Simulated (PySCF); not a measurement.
**The second ionisation energy along the 5d series**

All values are computed (PySCF 2.14, energy differences of UHF-based or UKS calculations, no spin-orbit coupling). Values in eV. The last column holds reference values (NIST; (s) semi-empirical, (t) theoretical, else measured). Unmarked ones compare directly (S terms, centres of terms, or small fine structure); those marked * lie between the lowest fine-structure levels and include a spin-orbit shift.

| element | configurations | UHF | LDA | PBE | PBE0 | MP2 (valence) | SCS-MP2 (valence) | reference |
| --- | --- | --- | --- | --- | --- | --- | --- | --- |
| Hf (aug-cc-pVTZ-PP with one added diffuse shell each of s, p, d, f, g type with ECP60MDF, ECP) | [Xe] 4f14 5d1 6s2 → [Xe] 4f14 5d2 | n/a | 15.052 | n/a | n/a | n/a | n/a | 14.61 ± 0.04 (t) * |
| Ta (aug-cc-pVTZ-PP with one added diffuse shell each of s, p, d, f, g type with ECP60MDF, ECP) | [Xe] 4f14 5d3 6s1 → [Xe] 4f14 5d3 | 14.193 | 15.729 | 15.458 | 15.220 | 14.561 | 14.316 | 16.2 ± 0.5 (s) * |
| W (aug-cc-pVTZ-PP with one added diffuse shell each of s, p, d, f, g type with ECP60MDF, ECP) | [Xe] 4f14 5d4 6s1 → [Xe] 4f14 5d4 | 14.996 | 16.583 | 16.306 | 16.066 | 15.496 | 15.162 | 16.37 ± 0.15 (s) * |
| Re (aug-cc-pVTZ-PP with one added diffuse shell each of s, p, d, f, g type with ECP60MDF, ECP) | [Xe] 4f14 5d5 6s1 → [Xe] 4f14 5d5 | 15.728 | 17.374 | 17.078 | 16.831 | 16.357 | 15.938 | 16.6 ± 0.5 (s) |
| Os (aug-cc-pVTZ-PP with one added diffuse shell each of s, p, d, f, g type with ECP60MDF, ECP) | [Xe] 4f14 5d6 6s1 → [Xe] 4f14 5d6 | 16.026 | 17.872 | 17.559 | 17.296 | 16.882 | 16.510 | 17 ± 1 (s) * |
| Ir (aug-cc-pVTZ-PP with one added diffuse shell each of s, p, d, f, g type with ECP60MDF, ECP) | [Xe] 4f14 5d7 6s1 → [Xe] 4f14 5d7 | 16.345 | 18.370 | 18.035 | 17.750 | 17.397 | 17.066 | 17 ± 0.3 (s) * |
| Pt (aug-cc-pVTZ-PP with one added diffuse shell each of s, p, d, f, g type with ECP60MDF, ECP) | [Xe] 4f14 5d9 → [Xe] 4f14 5d8 | 16.877 | 19.560 | 19.124 | 18.838 | 18.741 | 18.627 | 18.56 ± 0.12 * |
| Au (aug-cc-pVTZ-PP with one added diffuse shell each of s, p, d, f, g type with ECP60MDF, ECP) | [Xe] 4f14 5d10 → [Xe] 4f14 5d9 | 18.928 | 21.356 | 20.935 | 20.726 | 20.905 | 20.735 | 20.203 ± 0.025 * |
| Hg (aug-cc-pVTZ-PP with one added diffuse shell each of s, p, d, f, g type with ECP60MDF, ECP) | [Xe] 4f14 5d10 6s1 → [Xe] 4f14 5d10 | 17.114 | 19.525 | 19.115 | 18.785 | 18.680 | 18.462 | 18.757 |

"Valence" correlates the outer s and p shells and, in groups 3 to 12 and the f block, the outer d or f shell, open or full, or the next shell where the ion has no valence electron left; the wider scheme adds the next inner shell.
